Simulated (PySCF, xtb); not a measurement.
arsenic trifluoride (AsF₃), SMILES F[As](F)F.

GFN2-xTB in xtb at its own geometry gives an orbital gap of 7.04 eV and a dipole moment of 2.11 D.

Geometry optimised at B3LYP-D3(BJ)/def2-SVP.

**Question.** What does PBE/def2-TZVPD (PySCF) give? (An estimate is asked for; the answer gives what the named calculation found.)

**Answer.** gap 6.46 eV (levels -8.62 and -2.15 eV), dipole 2.38 D.
